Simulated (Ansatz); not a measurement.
```yaml
crystal:
  periodic: [false, false, false]
  atoms:
    - {symbol: Br, position_ang: [0.156763, -3.320549, 1.109549]}
    - {symbol: Al, position_ang: [-0.020366, -1.240415, 0.323262]}
    - {symbol: Si, position_ang: [0.241335, 1.017908, -0.068206]}
    - {symbol: S, position_ang: [-1.204316, -0.234422, -1.178329]}
    - {symbol: H, position_ang: [1.281014, 1.614440, -0.945846]}
    - {symbol: H, position_ang: [-0.412332, 2.099036, 0.713372]}
basis:
  gaussian: {orbitals: aug-pcseg-2, final_grid: {core_spheres: 8, valence_spheres: 7, degree: 23}, nuclear_model: gaussian}
hamiltonian: {xc: {name: revPBE0}, dispersion: d4, pseudopotentials: {relativity: scalar}}
```

```sh
$ ansatz run in.yaml --threads 2 --pin off --events-out ev --progress --plain --max-ram 4352MiB
```

Output, abridged:

```
Functional definition: revPBE0
1601 factors; their error is unknown
mean field evaluation 1: about -96110.3426 eV, gradient 2.3e1 eV
mean field evaluation 2: about -96110.1064 eV, gradient 2.6e1 eV
mean field evaluation 4: about -96112.0552 eV, gradient 2.0e0 eV
mean field evaluation 8: about -96112.0670 eV, gradient 2.3e-2 eV
mean field evaluation 16: about -96112.5760 eV, gradient 8.4e-5 eV
mean field -96112.57601184 eV, -3532.0720209911 hartree, gradient 8.4e-5 eV, S^2 0.000000; 0 other end points of the search recorded, 0 dependent functions left out
reference -96112.57608516 eV, -3532.0720236858 hartree; 40, 40 occupied and 215, 215 virtual orbitals, 1601 factors
Total energy: -96113.01703017 eV, -3532.0882281159 hartree
Relativity: scalar
```

Hardware: 2 threads of an Intel Xeon 6975P-C on a shared host. Wall time 4.1 s, peak host memory 0.67 GiB.
